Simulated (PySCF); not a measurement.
## C₆ coefficients of unlike pairs at UHF

Calculated with PySCF 2.14 from the dipole response of each species, C₆(A,B) = (3/π) ∫ α_A(iu) α_B(iu) du, in atomic units, from isotropic polarisabilities. For ions this is the dispersion term alone; charge-induced terms of lower order in 1/R come first.

```
species                configuration                                                                            basis      relativity  α (bohr³)  C₆ (like pair)
      F            [He] 2s2 2p5 (2P)      aug-cc-pVTZ with one added diffuse shell each of s, p, d, f type (6s5p4d3f)            none      3.294           8.555
 Rh(2+)                [Kr] 4d7 (4F)                                        aug-cc-pVTZ-PP with ECP28MDF (6s6p5d3f2g)  core potential      6.713           35.20
     P+            [Ne] 3s2 3p2 (3P)  aug-cc-pCVTZ-DK with one added diffuse shell each of s, p, d, f type (9s8p6d4f)   spin-free X2C      14.45           75.06
    Pb+  [Xe] 4f14 5d10 6s2 6p1 (2P)                                                    aug-cc-pVQZ-DK3 (10s9p7d4f2g)   spin-free X2C      28.66           248.7
```

(1) Estimate C₆ for Pb+ with Rh(2+).

No spin-orbit coupling is included.

The other pairs:

```tsv
pair	C₆
P+, Rh(2+)	47.33
Pb+, P+	136.0
P+, F	23.41
Pb+, F	42.89
Rh(2+), F	17.35
```

## Answers

(1) The integral gives 86.84. The combination rule 2 C_A C_B / (C_A α_B/α_A + C_B α_A/α_B) gives 83.97 and the geometric mean 93.57.
